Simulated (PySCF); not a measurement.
Compound: C7H11ClO3.
Atom-mapped SMILES: `[CH3:1][O:2][C@:3]1([CH2:4][Cl:5])[CH2:6][C:7](=[O:8])[CH2:9][CH2:10][O:11]1`

Probes without a nucleus sit at each ring's centroid and 1 Å off its mean plane on both sides; NICS is minus the shielding there, NICSzz its component along the normal. Level: GIAO PBE0/pcSseg-1 (PySCF, non-relativistic, gas phase) on the PBE0-D3(BJ)/def2-SVP geometry, one conformer.

Ring bond lengths (Å), with Mayer bond orders in brackets: C3–C6 1.530 (0.95), C6–C7 1.513 (0.97), C7–C9 1.512 (0.99), C9–C10 1.524 (1.03), C10–O11 1.412 (0.90), O11–C3 1.406 (0.94).

Question: What do the NICS probes read (ppm)?

Answer: 
| ring | type | NICS(0) | NICS(1), two faces | NICS(1)zz, two faces | rms pucker (Å) | centre to ring atoms, mean (Å) |
| --- | --- | --- | --- | --- | --- | --- |
| C3–C6–C7–C9–C10–O11 | 6-membered ring with O; formal bonds all single | -0.6 | -0.8 / -2.4 | 2.6 / -0.3 | 0.21 | 1.44 |

Question: What do they say, and how far can they be read as aromaticity?

Answer: 
- C3–C6–C7–C9–C10–O11: mean NICS(1)zz 1.2 ppm, near zero. C3, C6, C9, C10 have four or more neighbours, and the NICS criterion for π rings isn't applied.

Question: What are the shieldings of the ring atoms and their hydrogens in the same run (means over atoms taken as equivalent)?

Answer: 
| atoms | environment | σ isotropic (ppm) | principal values of the symmetric part, first atom (ppm) |
| --- | --- | --- | --- |
| C3 | sp3 carbon bearing two oxygens | 82.6 | 60.3, 85.8, 101.7 |
| C6 | sp3 carbon next to a carbonyl | 134.3 | 120.8, 133.6, 148.4 |
| C7 | ketone carbonyl carbon | -20.6 | -110.2, -59.4, 107.7 |
| C9 | sp3 carbon next to a carbonyl | 141.2 | 126.7, 134.6, 162.3 |
| C10 | sp3 carbon bound to oxygen | 123.0 | 87.4, 113.5, 168.2 |
| O11 | cyclic ether oxygen | 260.3 | 231.3, 259.9, 289.8 |
| H on C6 | methylene hydrogen | 29.47 | 26.1, 28.4, 33.9 |
| H on C6 | methylene hydrogen | 28.55 | 24.1, 29.7, 31.8 |
| H on C9 | methylene hydrogen | 28.94 | 26.1, 26.7, 33.9 |
| H on C9 | methylene hydrogen | 29.32 | 25.9, 27.2, 34.8 |
| H on C10 | methylene hydrogen | 27.43 | 22.3, 26.4, 33.6 |
| H on C10 | methylene hydrogen | 27.44 | 22.0, 27.5, 32.9 |

Question: How do the values depend on the level or the medium?

Answer: 
| level | NICS(0), C3–C6–C7–C9–C10–O11 | mean NICS(1)zz, C3–C6–C7–C9–C10–O11 |
| --- | --- | --- |
| PBE0/pcSseg-1, gas | -0.6 | 1.2 |
| PBE0/pcSseg-2, gas | 0.0 | 1.7 |

The geometry is the same throughout.

The run took 24 s wall, 60 s CPU on AMD EPYC 9R45, 2 threads, no GPU (shared host), and the process peaked at 2.0 GiB of memory. This is the whole shielding run at PBE0/pcSseg-1, SCF included.
